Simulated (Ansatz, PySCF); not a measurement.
Noncovalent pair: HCl (SMILES Cl) (first 2 atoms) with CH3F (SMILES CF); geometry from B3LYP-D3(BJ)/def2-TZVP, rigid monomers moved along the line of their centres of mass till H2···F4 is 2.23 Å.
(charge 0, multiplicity 1):
```xyz
7

Cl     0.1652     0.0521    -0.1361
H      0.2154     0.5086     1.0704
C     -0.5202    -0.5484     3.8158
F      0.0192     0.6318     3.2837
H      0.1962    -0.9578     4.5265
H     -1.4572    -0.2993     4.3117
H     -0.6921    -1.2464     2.9973
```

Counterpoise-corrected where a basis set is named; no monomer relaxation.

Correlated levels freeze the cores. CBS: X⁻³ extrapolation of the correlation energy, Hartree–Fock from the larger set.

Run with Ansatz (Gaussian orbitals); PySCF for the dispersion terms. Each number belongs to the level named beside it.

PBE/def2-TZVPPD gives -129.5 meV for the interaction energy.

### Question
Predict the shift from PBE, with its sign, for: PBE-D3(BJ)/def2-TZVPPD, r2SCAN/def2-TZVPPD, PBE0/def2-TZVPPD, wB97M-V/def2-TZVPPD, MP2/CBS(aug-cc-pV(D+d)Z, aug-cc-pV(T+d)Z), CCSD(T)/CBS(aug-cc-pV(D+d)Z, aug-cc-pV(T+d)Z).

### Answer
PBE-D3(BJ)/def2-TZVPPD -25.5; r2SCAN/def2-TZVPPD -13.7; PBE0/def2-TZVPPD 1.3; wB97M-V/def2-TZVPPD -15.3; MP2/CBS(aug-cc-pV(D+d)Z, aug-cc-pV(T+d)Z) -24.9; CCSD(T)/CBS(aug-cc-pV(D+d)Z, aug-cc-pV(T+d)Z) -21.2 meV. 1 of 6 lie above PBE; the widest gap is to PBE-D3(BJ)/def2-TZVPPD.

Ansatz is a first-principles code.
